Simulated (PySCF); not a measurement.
A structure optimised at PBE-D3(BJ)/def2-SVP, used in a PySCF frequency run:

```xyz
4

In     0.0000     0.0000    -0.6620
F      0.0000    -1.6654    -1.7006
F      0.0000     1.6654    -1.7006
Br     0.0000     0.0000     1.8014
```
Charge 0, spin multiplicity 1.

Write its SMILES, formula and point group.

[F][In]([F])[Br], BrF2In, C2v

What are its rotational constants (standard atomic weights)?

4.7957, 1.2049, 0.96294 GHz
